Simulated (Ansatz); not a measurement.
The same path of C₄H₁₂OSi (18 atoms, charge 0, multiplicity 1) was run 3 times with different band settings. The coordinate that changes most is the dihedral Si6–C3–C4–H12.

The calculation used RKS PBE/STO-3G in Ansatz.

Relaxed end points:

```xyz
18
Properties=species:S:1:pos:R:3
C 0.707 -1.107 1.734
O 0.931 0.201 1.093
C 0.123 0.304 -0.163
C 0.641 -0.688 -1.276
C 0.421 1.775 -0.629
Si -1.788 0.093 0.068
H -0.362 -1.276 2.021
H 1.033 -1.977 1.111
H 1.319 -1.098 2.662
H 0.151 -0.459 -2.242
H 0.420 -1.742 -1.023
H 1.735 -0.580 -1.407
H 1.510 1.912 -0.775
H -0.092 1.996 -1.584
H 0.081 2.503 0.132
H -2.171 -1.307 0.175
H -2.243 0.803 1.254
H -2.452 0.657 -1.098
```

```xyz
18
Properties=species:S:1:pos:R:3
C 0.985 -0.926 1.703
O 0.996 0.362 0.989
C 0.071 0.307 -0.186
C 0.599 -0.678 -1.302
C 0.152 1.776 -0.741
Si -1.773 -0.106 0.235
H -0.026 -1.200 2.097
H 1.355 -1.785 1.090
H 1.672 -0.799 2.568
H 1.655 -0.452 -1.544
H -0.002 -0.559 -2.224
H 0.530 -1.734 -0.983
H 1.199 2.026 -0.998
H -0.469 1.887 -1.650
H -0.200 2.500 0.018
H -1.979 -1.532 0.439
H -2.201 0.612 1.427
H -2.601 0.314 -0.886
```

Common settings: movable images 5; climbing image yes; optimiser quadratic models (default); start path IDPP; force threshold 0.03 eV/Å; end points relaxed.

| run | spring | iteration limit |
| --- | --- | --- |
| 1 | 5.0 eV/Å² | 48 |
| 2 | 0.5 eV/Å² | 54 |
| 3 | 0.5 eV/Å² | 60 |

(1) What does each run give, and how far can it be trusted?

Answers

(1) Run 1: converged after 6 iterations, highest image 0.115 eV above the first end. A vibrational analysis at the climbing image gives one clearly imaginary mode, 211i cm⁻¹: a first-order saddle point.
Run 2: converged after 6 iterations, highest image 0.115 eV above the first end. Another band between the same ends (5 images) ends at a top of the same energy, where a vibrational analysis finds 1 clearly imaginary mode.
Run 3: converged after 6 iterations, highest image 0.115 eV above the first end. Another band between the same ends (5 images) ends at a top of the same energy, where a vibrational analysis finds 1 clearly imaginary mode.
Limits of this set-up: minimal basis.
